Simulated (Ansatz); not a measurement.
Basis-set series for C3H9ClS3Ti (`C[S][Ti]([Cl])([S]C)[S]C`). Total charge 0; spin multiplicity 1. All single points use the PBE0-D4/def2-TZVP geometry. It is one conformer, not always the lowest.

| functional | basis | functions | energy (Eh) | HOMO (eV) | LUMO (eV) |
| --- | --- | --- | --- | --- | --- |
| PBE0-D4 | def2-SVP | 190 | -2622.54675 | -7.16 | -2.73 |
| PBE0-D4 | def2-TZVPP | 451 | -2623.36572 | -7.19 | -2.71 |
| ωB97M-V | def2-SVP | 190 | -2623.21169 | -9.21 | -0.60 |
| ωB97M-V | def2-TZVPP | 451 | -2624.03388 | -9.28 | -0.66 |

Question: Give the rows for def2-QZVPP. (Estimate.)

Answer: Ansatz gave: 
| functional | basis | functions | energy (Eh) | HOMO (eV) | LUMO (eV) |
| --- | --- | --- | --- | --- | --- |
| PBE0-D4 | def2-QZVPP | 814 | -2623.43814 | -7.20 | -2.74 |
| ωB97M-V | def2-QZVPP | 814 | -2624.10278 | -9.30 | -0.70 |

Scalar relativity is left out up to krypton.
